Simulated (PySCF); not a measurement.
Compound: C8H10Ge.
SMILES with atom numbers: `[CH2:1]=[CH:2][CH2:3][C:4]#[C:5][CH2:6][C:7]#[C:8][GeH3:9]` (hydrogens: H10, H11 on C1; H12 on C2; H13, H14 on C3; H15, H16 on C6; H17, H18, H19 on Ge9)

A GFN2-xTB structure was refined with PBE0-D3(BJ)/def2-SVP geometry optimisation, gas phase in PySCF 2.14.0. Its GFN2-xTB values:

```csv
coordinate,GFN2-xTB
C1=C2,1.295 Å
C1–H10,1.110 Å
C1–H11,1.062 Å
C2–C3,1.489 Å
C2–H12,1.093 Å
C3–C4,1.499 Å
C3–H13,1.088 Å
C4≡C5,1.164 Å
C5–C6,1.460 Å
C6–C7,1.469 Å
C6–H15,1.087 Å
C7≡C8,1.205 Å
C8–Ge9,1.876 Å
Ge9–H17,1.473 Å
C1–C2–C3,122.7°
C2–C3–C4,111.4°
C3–C4–C5,176.0°
C4–C5–C6,176.7°
C5–C6–C7,109.9°
C6–C7–C8,178.8°
C7–C8–Ge9,179.3°
C1–C2–C3–C4,121°
```

**Question.** How do these coordinates change at the PBE0-D3(BJ)/def2-SVP level?

**Answer.** 
| coordinate | PBE0-D3(BJ)/def2-SVP (Å or °) | change |
| --- | --- | --- |
| Ge9–H17 | 1.536 | +0.063 |
| C4≡C5 | 1.211 | +0.047 |
| C3–C4 | 1.461 | -0.038 |
| C1=C2 | 1.332 | +0.037 |
| C1–H11 | 1.095 | +0.033 |
| C8–Ge9 | 1.896 | +0.020 |
| C6–H15 | 1.105 | +0.018 |
| C1–H10 | 1.093 | -0.017 |
| C2–C3 | 1.505 | +0.016 |
| C3–H13 | 1.103 | +0.015 |
| C7≡C8 | 1.217 | +0.012 |
| C6–C7 | 1.462 | -0.007 |
| C2–H12 | 1.096 | +0.003 |
| C5–C6 | 1.463 | +0.003 |
| C5–C6–C7 | 114.0 | +4.1 |
| C3–C4–C5 | 179.4 | +3.4 |
| C4–C5–C6 | 179.9 | +3.2 |
| C2–C3–C4 | 113.2 | +1.8 |
| C1–C2–C3 | 124.5 | +1.8 |
| C6–C7–C8 | 179.5 | +0.7 |
| C7–C8–Ge9 | 179.5 | +0.2 |
| C1–C2–C3–C4 | 125 | +4 |

The energy falls by 36.5 kJ/mol over 12 energy and gradient evaluations, the largest force component goes from 0.1091 to 2.8e-04 Eh/bohr, and the atoms move by 0.178 Å rms after alignment. The bond that changes most is Ge9–H17 (ends: germanium bonded to C and 3 H; Ge–H hydrogen), which lengthens by 0.063 Å. Bonds longer at the end by more than 0.005 Å: 11 of 18; shorter: 3. Rotational constants go from 3983, 245.5, 234.1 to 4536, 227.4, 219.0 MHz.

The run used 194 basis functions and 91 SCF cycles in all. On one thread, Arm Neoverse V1 (aarch64), shared host, this took 4.3 min wall and 0.90 GiB of memory at its peak.

Whether it is a minimum is left open (no frequencies). The numbers are those of one conformer.

Shape of the structure used: `[CH2:1]=[CH:2][CH2:3][C:4]#[C:5][CH2:6][C:7]#[C:8][GeH3:9]`: C1–C2–C3–C4 125°.
